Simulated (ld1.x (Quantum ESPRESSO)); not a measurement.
rhodium (Rh) PAW: all-electron and pseudo phase curves

```
Element                 : Rh
Generator               : ld1.x (Quantum ESPRESSO) 7.5
Type                    : PAW
Functional              : PBE
Relativity              : scalar-relativistic
Frozen core             : [Ar] 3d10 4s2
Valence charge          : 15
Reference configuration : 4p6 4d8 5s1 5p0
Partial waves           : 5s (bound): rcut 2.92, rcutus 3.72 bohr; 5s channel at 1.1 Ry: rcut 2.92, rcutus 3.72 bohr; 4p (bound): rcut 1.76, rcutus 2.02 bohr; 5p (bound, empty): rcut 1.76, rcutus 2.02 bohr; 4d (bound): rcut 2.08, rcutus 2.20 bohr; 4d channel at 0.7 Ry: rcut 2.08, rcutus 2.20 bohr
Local potential         : all-electron potential smoothed inside 3.04 bohr (lloc = -2)
Core correction         : Bessel-smoothed model core, default radius (core density twice the valence density)
Augmentation charge     : BESSEL, radius 1.52 bohr
```

The phase is arctan(r·u′/u) with u = r·R(r), unwrapped; energies in Ry, scanned from -6 to 5 Ry. A pole is an energy at which the radial function vanishes at the test radius. The pseudo phase is shifted by a multiple of π to meet the all-electron one at the reference energy, and phase errors are pseudo minus all-electron; the curves can meet again beyond the range given. Levels narrower than the energy grid can be missing from the lists of poles.

```json
{"channel": "s", "radius (bohr)": "4.05", "reference energy (Ry)": "-0.32", "poles, all-electron": "0.05, 3.11", "poles, pseudo": "0.05, 2.84, 4.55", "unbroken range about the reference energy with phases within 0.05 rad": "below 3.0", "phase error 1 Ry above the reference energy (rad)": "-0.001"}
{"channel": "p", "radius (bohr)": "4.05", "reference energy (Ry)": "-0.06", "poles, all-electron": "0.65, 3.88", "poles, pseudo": "0.65, 4.03", "unbroken range about the reference energy with phases within 0.05 rad": "below 1.8", "phase error 1 Ry above the reference energy (rad)": "+0.002"}
{"channel": "d", "radius (bohr)": "4.05", "reference energy (Ry)": "-0.44", "poles, all-electron": "-0.41, 1.81", "poles, pseudo": "-0.41, 1.81", "unbroken range about the reference energy with phases within 0.05 rad": "below 3.1", "phase error 1 Ry above the reference energy (rad)": "+0.000"}
```

Phases in the s channel:

| E (Ry) | all-electron | pseudo |
| --- | --- | --- |
| -6.00 | 1.467 | 1.467 |
| -5.74 | 1.465 | 1.465 |
| -5.48 | 1.462 | 1.462 |
| -5.22 | 1.459 | 1.459 |
| -4.96 | 1.456 | 1.456 |
| -4.70 | 1.453 | 1.453 |
| -4.44 | 1.449 | 1.449 |
| -4.18 | 1.445 | 1.445 |
| -3.92 | 1.440 | 1.440 |
| -3.66 | 1.435 | 1.435 |
| -3.40 | 1.430 | 1.430 |
| -3.14 | 1.423 | 1.423 |
| -2.88 | 1.416 | 1.415 |
| -2.62 | 1.407 | 1.407 |
| -2.36 | 1.396 | 1.396 |
| -2.10 | 1.383 | 1.383 |
| -1.84 | 1.366 | 1.366 |
| -1.58 | 1.343 | 1.343 |
| -1.32 | 1.310 | 1.310 |
| -1.06 | 1.256 | 1.255 |
| -0.80 | 1.141 | 1.140 |
| -0.54 | 0.696 | 0.695 |
| -0.28 | -1.103 | -1.103 |
| -0.02 | -1.527 | -1.528 |
| 0.24 | -1.660 | -1.661 |
| 0.50 | -1.754 | -1.754 |
| 0.76 | -1.865 | -1.866 |
| 1.02 | -2.072 | -2.072 |
| 1.28 | -2.700 | -2.702 |
| 1.54 | -3.914 | -3.925 |
| 1.80 | -4.358 | -4.369 |
| 2.06 | -4.515 | -4.527 |
| 2.32 | -4.595 | -4.609 |
| 2.58 | -4.645 | -4.665 |
| 2.84 | -4.681 | -4.713 |
| 3.10 | -4.711 | -4.767 |
| 3.36 | -4.737 | -4.867 |
| 3.62 | -4.763 | -5.767 |
| 3.88 | -4.791 | -7.658 |
| 4.14 | -4.825 | -7.784 |
| 4.40 | -4.870 | -7.834 |
| 4.66 | -4.942 | -7.867 |
| 4.92 | -5.090 | -7.896 |
